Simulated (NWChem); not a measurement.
System: AgH3O; SMILES [OH2]->[AgH]

Here is an NWChem input.

```
start job
memory heap 200 mb stack 900 mb global 1100 mb
geometry units angstroms noautoz
  Ag     0.001313    -0.296693    -0.054577
  H      0.008077    -1.893236     0.057982
  O     -0.008254     1.964401    -0.153109
  H     -0.780985     2.303980     0.339252
  H      0.761770     2.310501     0.338952
end
basis spherical
  * library def2-svp
end
ecp
  Ag library def2-ecp
end
dft
  xc xpbe96 cpbe96
  iterations 150
end
tddft
  cis
  nroots 6
  notriplet
end
task tddft energy
```

Geometry: optimised at PBE-D3(BJ)/def2-SVP. def2 effective core potentials on Ag; no spin-orbit coupling.

Vertical excitations in the gas phase.

Task: What results follow from this input? (PBE/def2-SVP with def2 effective core potentials on Ag, TDA.) Quantities: lowest excitation, singlet (eV); oscillator strength of that lowest state; lowest state with f > 0.02, singlet (eV); oscillator strength of that bright state; orbital gap (eV).

Result: The lowest excitation, singlet (eV) comes out as 3.95 and the oscillator strength of that lowest state comes out as 0.132. The lowest state with f > 0.02, singlet (eV) comes out as 3.95. The oscillator strength of that bright state is 0.132. The orbital gap (eV) is 3.47.
